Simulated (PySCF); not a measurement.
Exercise with solution: oscillator strength and radiative lifetime

CH3F5Si2, SMILES F[SiH](F)C[Si](F)(F)F.

Coordinates come from a B3LYP-D3(BJ)/def2-SVP optimisation. This is a generated structure with no PubChem entry under its InChIKey; it may be hypothetical. Other conformers were not sampled.

TDA-PBE0/def2-SVPD (PySCF 2.14.0) puts the first singlet state with f over 0.02 at 8.81 eV (vertical), with the transition dipole (0.220, -0.211, -0.040) in atomic units.

Problem. Find the oscillator strength, the wavelength and the radiative lifetime that this transition would have in vacuum if emission retraced absorption.

Solution. 
|μ|² = 0.0945 au, so |μ| = 0.78 D. ΔE = 8.81/27.211 = 0.3238 hartree. f = (2/3) ΔE |μ|² = 0.020 (the program prints 0.020).
λ = 1239.84/8.81 = 141 nm; ν = 71057 cm⁻¹.
Einstein's coefficient A = 0.6670 ν² f s⁻¹ (ν in cm⁻¹) = 6.9e7 s⁻¹, so τ = 1/A = 15 ns. This state is S1. The figure is the radiative limit of this one transition; relaxation, internal conversion, crossing to triplets and a medium change what is measured.
